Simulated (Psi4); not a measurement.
Psi4 input (wB97X-D/6-31G*):

```
memory 1500 MB

molecule {
0 2
O    -0.64551000    1.33350500   -0.72187400
Si   -0.04502500    0.14476100    0.27139700
O     1.51930800   -0.08036900   -0.15587400
O    -0.87024800   -1.26914500    0.26613900
H    -0.24734900    0.73747200    1.60649200
H     1.92111600   -0.92822500    0.05110300
H    -1.07181800   -1.70782500   -0.56427500
symmetry c1
no_reorient
no_com
}

set {
  basis 6-31G*
  reference uks
  scf_type pk
  dft_radial_points 99
  dft_spherical_points 590
  e_convergence 1e-8
  d_convergence 1e-7
  maxiter 150
}

e = energy('wb97x-d')
print_out(f'\nFINAL {e:.10f} DIPOLE {variable("CURRENT DIPOLE")[0]:.6f} {variable("CURRENT DIPOLE")[1]:.6f} {variable("CURRENT DIPOLE")[2]:.6f}\n')
```

Output:

```
   => Loading Basis Set <=

    Name: 6-31G*
    Role: ORBITAL
    Keyword: BASIS
    atoms 1, 3-4 entry O          line   145 file 6-31gs.gbs
    atoms 2      entry SI         line   268 file 6-31gs.gbs
    atoms 5-7    entry H          line    44 file 6-31gs.gbs

   => WB97X-D: Empirical Dispersion <=

    Chai and Head-Gordon Dispersion Correction
    Chai, J.-D.; Head-Gordon, M. (2010), J. Chem. Phys., 132: 6615-6620

        s6 =       1.000000

         ---------------------------------------------------------
                                   SCF
               by Justin Turney, Rob Parrish, Andy Simmonett
                          and Daniel G. A. Smith
                              UKS Reference
         ---------------------------------------------------------

  ==> Geometry <==

    Molecular point group: c1
    Full point group: C1

    Geometry (in Angstrom), charge = 0, multiplicity = 2:

       Center              X                  Y                   Z               Mass
    ------------   -----------------  -----------------  -----------------  -----------------
         O           -0.645510000000     1.333505000000    -0.721874000000    15.994914619570
         SI          -0.045025000000     0.144761000000     0.271397000000    27.976926534650
         O            1.519308000000    -0.080369000000    -0.155874000000    15.994914619570
         O           -0.870248000000    -1.269145000000     0.266139000000    15.994914619570
         H           -0.247349000000     0.737472000000     1.606492000000     1.007825032230
         H            1.921116000000    -0.928225000000     0.051103000000     1.007825032230
         H           -1.071818000000    -1.707825000000    -0.564275000000     1.007825032230

  Running in c1 symmetry.

  Rotational constants: A =      0.24411  B =      0.22605  C =      0.13385 [cm^-1]
  Rotational constants: A =   7318.19766  B =   6776.91271  C =   4012.68023 [MHz]
  Nuclear repulsion =  176.912068571388716

  Charge       = 0
  Multiplicity = 2
  Electrons    = 41
  Nalpha       = 21
  Nbeta        = 20

  ==> Algorithm <==

  SCF Algorithm Type is PK.
  DIIS enabled.
  MOM disabled.
  Fractional occupation disabled.
  Guess Type is SAD.
  Energy threshold   = 1.00e-08
  Density threshold  = 1.00e-07
  Integral threshold = 1.00e-12

  ==> Primary Basis <==

  Basis Set: 6-31G*
    Blend: 6-31G*
    Number of shells: 32
    Number of basis functions: 70
    Number of Cartesian functions: 70
    Spherical Harmonics?: false
    Max angular momentum: 2

  ==> DFT Potential <==

   => LibXC <=

    Version 7.1.2
    S. Lehtola, C. Steigemann, M. J. T. Oliveira, and M. A. L. Marques,  SoftwareX 7, 1–5 (2018) (10.1016/j.softx.2017.11.002)

   => Composite Functional: WB97X-D <=

    wB97X-D Hyb-GGA Exchange-Correlation Functional

    J.-D. Chai and M. Head-Gordon,  Phys. Chem. Chem. Phys. 10, 6615–6620 (2008) (10.1039/B810189B)

    Deriv               =              1
    GGA                 =           TRUE
    Meta                =          FALSE

    Exchange Hybrid     =           TRUE
    MP2 Hybrid          =          FALSE

   => Exchange-Correlation Functionals <=

    1.0000   wB97X-D range-separated functional

   => Exact (HF) Exchange <=

    0.7780            HF,LR [omega = 0.2000]
    0.2220               HF

   => LibXC Density Thresholds  <==

    XC_HYB_GGA_XC_WB97X_D:  1.00E-14

   => Molecular Quadrature <=

    Radial Scheme          =       TREUTLER
    Pruning Scheme         =           NONE
    Nuclear Scheme         =       TREUTLER

    Blocking Scheme        =         OCTREE
    BS radius alpha        =              1
    Pruning alpha          =              1
    Radial Points          =             99
    Spherical Points       =            590
    Total Points           =         390572
    Total Blocks           =           2840
    Max Points             =            256
    Max Functions          =             68
    Weights Tolerance      =       1.00E-15

  ==> Integral Setup <==

  Using in-core PK algorithm.
   Calculation information:
      Number of atoms:                   7
      Number of AO shells:              32
      Number of primitives:             84
      Number of atomic orbitals:        70
      Number of basis functions:        70

      Integral cutoff                 1.00e-12
      Number of threads:                 1

  Performing in-core PK
  Using 9266565 doubles for integral storage.
  We computed 132423 shell quartets total.
  Whereas there are 139656 unique shell quartets.

  Computing range-separated integrals for PK
  We computed 132423 wK shell quartets total.
  Whereas there are 139656 wK unique shell quartets.

  ==> DiskJK: Disk-Based J/K Matrices <==

    J tasked:                  Yes
    K tasked:                  Yes
    wK tasked:                 Yes
    Omega:               2.000E-01
    Schwarz Cutoff:          1E-12


  Cached 100.0% of DFT collocation blocks in 0.668 [GiB].

  Minimum eigenvalue in the overlap matrix is 9.1294329018E-03.
  Reciprocal condition number of the overlap matrix is 1.5413340803E-03.
    Using symmetric orthogonalization.

  ==> Pre-Iterations <==

  SCF Guess: Superposition of Atomic Densities via on-the-fly atomic UHF (no occupation information).

   -------------------------
    Irrep   Nso     Nmo
   -------------------------
     A         70      70
   -------------------------
    Total      70      70
   -------------------------

  ==> Iterations <==

                        Total Energy        Delta E     RMS |[F,P]|

   @UKS iter SAD:  -515.94153672964705   -5.15942e+02   0.00000e+00
   @UKS iter   1:  -516.51845092883605   -5.76914e-01   1.31533e-02 DIIS/ADIIS
   @UKS iter   2:  -516.42169912186785    9.67518e-02   1.57563e-02 DIIS/ADIIS
   @UKS iter   3:  -516.88848473788539   -4.66786e-01   1.34690e-03 DIIS/ADIIS
   @UKS iter   4:  -516.89589942152736   -7.41468e-03   1.11758e-03 DIIS/ADIIS
   @UKS iter   5:  -516.90078824765487   -4.88883e-03   3.24715e-04 DIIS/ADIIS
   @UKS iter   6:  -516.90277674135405   -1.98849e-03   1.70303e-04 DIIS/ADIIS
   @UKS iter   7:  -516.90361578187947   -8.39041e-04   1.00803e-04 DIIS/ADIIS
   @UKS iter   8:  -516.90396896775428   -3.53186e-04   6.92796e-05 DIIS
   @UKS iter   9:  -516.90414667584741   -1.77708e-04   5.05457e-05 DIIS
   @UKS iter  10:  -516.90420998730110   -6.33115e-05   2.68930e-05 DIIS
   @UKS iter  11:  -516.90423614307451   -2.61558e-05   1.52499e-05 DIIS
   @UKS iter  12:  -516.90424595658249   -9.81351e-06   1.37825e-05 DIIS
   @UKS iter  13:  -516.90425557350375   -9.61692e-06   1.32162e-05 DIIS
   @UKS iter  14:  -516.90428362460523   -2.80511e-05   1.17204e-05 DIIS
   @UKS iter  15:  -516.90435336554788   -6.97409e-05   1.04744e-05 DIIS
   @UKS iter  16:  -516.90435952928340   -6.16374e-06   7.51433e-06 DIIS
   @UKS iter  17:  -516.90437151113679   -1.19819e-05   2.19541e-06 DIIS
   @UKS iter  18:  -516.90437269209292   -1.18096e-06   3.44988e-06 DIIS
   @UKS iter  19:  -516.90437275527268   -6.31798e-08   3.54361e-07 DIIS
   @UKS iter  20:  -516.90437276310558   -7.83291e-09   1.01446e-07 DIIS
   @UKS iter  21:  -516.90437276326907   -1.63482e-10   6.68998e-08 DIIS
  Energy and wave function converged.

  ==> Post-Iterations <==

   Electrons on quadrature grid:
      Nalpha   =   21.0000000256 ; deviation = 2.563e-08
      Nbeta    =   19.9999999046 ; deviation = -9.537e-08
      Ntotal   =   40.9999999303 ; deviation = -6.974e-08

   @Spin Contamination Metric:   2.884287708E-03
   @S^2 Expected:                7.500000000E-01
   @S^2 Observed:                7.528842877E-01
   @S   Expected:                5.000000000E-01
   @S   Observed:                5.000000000E-01

    Orbital Energies [Eh]
    ---------------------

    Alpha Occupied:

       1A    -66.343371     2A    -19.330331     3A    -19.290960
       4A    -19.288763     5A     -5.450300     6A     -3.796299
       7A     -3.795742     8A     -3.793943     9A     -1.136319
      10A     -1.109672    11A     -1.089608    12A     -0.678189
      13A     -0.630515    14A     -0.543486    15A     -0.519916
      16A     -0.491875    17A     -0.469435    18A     -0.457105
      19A     -0.432630    20A     -0.415713    21A     -0.411292

    Alpha Virtual:

      22A      0.114497    23A      0.143668    24A      0.158239
      25A      0.217471    26A      0.242442    27A      0.255798
      28A      0.270604    29A      0.383499    30A      0.416835
      31A      0.431008    32A      0.629172    33A      0.679057
      34A      0.768063    35A      0.888051    36A      0.892606
      37A      0.936116    38A      0.994288    39A      1.010694
      40A      1.037577    41A      1.047546    42A      1.077871
      43A      1.122607    44A      1.135111    45A      1.169303
      46A      1.211502    47A      1.271555    48A      1.284925
      49A      1.306490    50A      1.340092    51A      1.480397
      52A      1.796882    53A      1.809616    54A      1.829774
      55A      1.832791    56A      1.841423    57A      1.903302
      58A      1.925026    59A      2.064487    60A      2.107708
      61A      2.203460    62A      2.482725    63A      2.536759
      64A      2.580101    65A      2.744378    66A      2.756748
      67A      3.029774    68A      3.645810    69A      3.759668
      70A      3.784341

    Beta Occupied:

       1A    -66.343562     2A    -19.309928     3A    -19.290958
       4A    -19.288514     5A     -5.450513     6A     -3.796589
       7A     -3.795933     8A     -3.794215     9A     -1.133037
      10A     -1.109221    11A     -1.019527    12A     -0.674599
      13A     -0.628968    14A     -0.515629    15A     -0.501679
      16A     -0.486601    17A     -0.447388    18A     -0.423711
      19A     -0.411337    20A     -0.397788

    Beta Virtual:

      21A     -0.098470    22A      0.119176    23A      0.145212
      24A      0.162434    25A      0.218832    26A      0.251920
      27A      0.262823    28A      0.271266    29A      0.385981
      30A      0.416840    31A      0.432042    32A      0.640923
      33A      0.683971    34A      0.771875    35A      0.892023
      36A      0.895307    37A      0.943255    38A      1.010337
      39A      1.016831    40A      1.041149    41A      1.053222
      42A      1.097769    43A      1.134595    44A      1.156895
      45A      1.177065    46A      1.217849    47A      1.275208
      48A      1.289652    49A      1.315511    50A      1.341941
      51A      1.486454    52A      1.800338    53A      1.814246
      54A      1.836882    55A      1.870738    56A      1.890582
      57A      1.925703    58A      1.950103    59A      2.072131
      60A      2.131421    61A      2.209618    62A      2.483661
      63A      2.538086    64A      2.592050    65A      2.747978
      66A      2.768328    67A      3.029996    68A      3.669133
      69A      3.760478    70A      3.798050

    Final Occupation by Irrep:
              A
    DOCC [    20 ]
    SOCC [     1 ]
    NA   [    21 ]
    NB   [    20 ]

  @UKS Final Energy:  -516.90437276326907

   => Energetics <=

    Nuclear Repulsion Energy =            176.9120685713887156
    One-Electron Energy =               -1066.0323464915400109
    Two-Electron Energy =                 406.2767673899783745
    DFT Exchange-Correlation Energy =     -34.0594371020245674
    Empirical Dispersion Energy =          -0.0014251310716177
    VV10 Nonlocal Energy =                  0.0000000000000000
    Total Energy =                       -516.9043727632690661

  UHF NO Occupations:
  HONO-2 :   19  A 1.9996386
  HONO-1 :   20  A 1.9994515
  HONO-0 :   21  A 1.0000000
  LUNO+0 :   22  A 0.0005485
  LUNO+1 :   23  A 0.0003614
  LUNO+2 :   24  A 0.0003118
  LUNO+3 :   25  A 0.0002154

Computation Completed

Properties will be evaluated at   0.000000,   0.000000,   0.000000 [a0]

Properties computed using the SCF density matrix

 Multipole Moments:

 ------------------------------------------------------------------------------------
     Multipole            Electronic (a.u.)      Nuclear  (a.u.)        Total (a.u.)
 ------------------------------------------------------------------------------------

 L = 1.  Multiply by 2.5417464519 to convert [e a0] to [Debye]
 Dipole X            :          0.2548819           -0.0000019            0.2548800
 Dipole Y            :         -1.1011178            0.0000076           -1.1011102
 Dipole Z            :         -0.0578683            0.0000113           -0.0578570
 Magnitude           :                                                    1.1317044

 ------------------------------------------------------------------------------------

FINAL -516.9043727633 DIPOLE 0.254880 -1.101110 -0.057857

*** Psi4 exiting successfully. Buy a developer a beer!
```

The geometry given is a B3LYP-D3(BJ)/def2-TZVP minimum.
